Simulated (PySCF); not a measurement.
**A small calculation by hand: oscillator strength and radiative lifetime**

Si(F)(OH)(OMe)(NH2) (CH6FNO2Si), SMILES O[Si](N)(OC)F.

Geometry: PBE0-D3(BJ)/def2-SVP. This is a generated structure with no PubChem entry under its InChIKey; it may be hypothetical. One conformer was computed; it need not be the lowest.

TDA-M06-2X/def2-SVPD (PySCF) puts the first singlet state with f over 0.02 at 7.20 eV (vertical), with the transition dipole (0.500, 0.211, 0.188) in atomic units.

Q: Find the oscillator strength, the wavelength and the radiative lifetime that this transition would have in vacuum if emission retraced absorption.

A: 
|μ|² = 0.3299 au, so |μ| = 1.46 D. ΔE = 7.20/27.211 = 0.2646 hartree. f = (2/3) ΔE |μ|² = 0.058 (the program prints 0.058).
λ = 1239.84/7.20 = 172 nm; ν = 58072 cm⁻¹.
Einstein's coefficient A = 0.6670 ν² f s⁻¹ (ν in cm⁻¹) = 1.3e8 s⁻¹, so τ = 1/A = 7.6 ns. This state is S1. The figure is the radiative limit of this one transition; relaxation, internal conversion, crossing to triplets and a medium change what is measured.
